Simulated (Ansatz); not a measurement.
`O1P2OP3OP1OP(O2)O3`, relaxed with RKS PBE0-D4/def2-TZVP in the Gaussian-basis code of Ansatz from a GFN2-xTB geometry. The force threshold is 0.005 eV/Å; the program also tests the step.

Total charge 0; spin multiplicity 1.

Start:

```xyz
10

O    -0.093   -1.701    0.506
P     0.078   -0.583    1.696
O     1.363    0.256    1.112
P     1.511    0.881   -0.399
O     1.137   -0.446   -1.292
P    -0.185   -1.401   -1.107
O    -1.363   -0.256   -1.112
P    -1.404    1.103   -0.190
O    -1.137    0.446    1.291
O     0.093    1.702   -0.506
```

```
step  energy (eV)  largest force (eV/Å)  largest move (Å)
   1  -49425.0003                 0.241             0.000
   2  -49425.0021                 0.097             0.003
   3  -49425.0025                 0.009             0.002
   4  -49425.0025                 0.000             0.000
```

End:

```xyz
10

O    -0.093   -1.702    0.506
P     0.078   -0.584    1.700
O     1.363    0.256    1.112
P     1.515    0.884   -0.400
O     1.138   -0.446   -1.292
P    -0.186   -1.405   -1.109
O    -1.363   -0.256   -1.112
P    -1.407    1.105   -0.191
O    -1.138    0.446    1.292
O     0.093    1.702   -0.506
```

It took 11 s on 2 threads of an AMD EPYC 7R13 on a shared host and a share of an NVIDIA H100 80 GB, with 1 GiB of host memory at the peak.
